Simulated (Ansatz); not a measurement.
A structure relaxed at PBE0-D4/def2-TZVP, charge 0, multiplicity 2:

```tsv
atom	x (Å)	y (Å)	z (Å)
C1	-0.310	-0.043	-1.716
O2	0.445	-0.165	-0.535
Sn3	-0.401	-0.486	1.206
C4	1.242	-0.090	2.490
N5	2.100	0.031	3.251
H6	-1.226	0.547	-1.580
H7	-0.585	-1.022	-2.124
H8	0.311	0.468	-2.457
H9	-1.576	0.759	1.465
```

Question: Give its formula and SMILES.

Answer: C2H4NOSn, `C[O][SnH][C]#N`.

Question: Summarise the bond lengths by kind.

Answer: 1 × C–O 1.406 Å; 3 × C–H 1.094 to 1.098 Å; 1 × O–Sn 1.962 Å; 1 × C–Sn 2.123 Å; 1 × H–Sn 1.732 Å; 1 × C–N 1.154 Å.

All numbers were calculated with Ansatz.
